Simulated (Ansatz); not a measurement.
Ansatz results at the PBE0-D4/def2-TZVP geometry: HOMO–LUMO gap (PBE0/def2-TZVPP) 7.51 eV; size of the dipole moment (PBE/def2-TZVPP) 2.16 D; HOMO energy (PBE/def2-TZVPP) -6.13 eV.

Each molecule was computed in one conformer, which needn't be the lowest.

(1) Which molecule gave them?
A. `N[Si]1(F)C=CO1`
B. `C[SiH](S)CCl`
C. `BCSC[SiH3]`
D. `B/C=C/O[SiH3]`

## Answers

(1) B. The others give `N[Si]1(F)C=CO1`: 6.68, 2.25, -5.70; `B/C=C/O[SiH3]`: 5.99, 3.03, -6.52; `BCSC[SiH3]`: 4.74, 1.53, -5.16.
